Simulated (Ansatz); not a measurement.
The same path of Al2F2H4O2 (10 atoms, charge 0, multiplicity 1) was run twice with different band settings. Lost on the way: F4–Al7, O6–H10. Made: O2–H10.

These are results of RHF/def2-SVP in Ansatz, not measurements.

Relaxed end points:

```xyz
10
Properties=species:S:1:pos:R:3
Al -0.329 0.382 0.685
O -0.379 -1.161 1.337
H -0.595 -2.001 0.974
F 1.329 1.077 0.562
F -1.160 0.756 -0.692
O -0.449 1.689 1.950
Al 1.273 2.416 1.830
H 2.154 2.033 3.073
H 1.280 3.822 1.133
H -1.147 1.861 2.564
```

```xyz
10
Properties=species:S:1:pos:R:3
Al 0.042 0.572 0.299
O -0.572 -0.778 1.575
H -1.433 -1.147 1.411
F 1.180 -0.233 -0.595
F -1.436 0.731 -0.449
O 0.557 1.768 1.374
Al 1.187 3.105 2.175
H 1.272 3.044 3.752
H 1.668 4.374 1.375
H -0.489 -0.565 2.497
```

Common settings: movable images 5; climbing image yes; spring 5.0 eV/Å²; optimiser quadratic models (default); start path through a guess of the saddle point; iteration limit 60; end points relaxed.

| run | force threshold |
| --- | --- |
| 1 | 0.05 eV/Å |
| 2 | 0.2 eV/Å |

What does each run give, and how far can it be trusted?

Run 1: converged after 25 iterations, highest image 1.871 eV above the first end. A vibrational analysis at the climbing image gives one clearly imaginary mode, 1620i cm⁻¹: a first-order saddle point.
Run 2: converged after 15 iterations, highest image 1.904 eV above the first end. The threshold of 0.2 eV/Å is loose, so the images may lie well off the minimum-energy path. The order of the point at the top wasn't checked.
The orbitals stay closed-shell, which can raise the energy where a bond breaks towards radicals; this wasn't checked here.
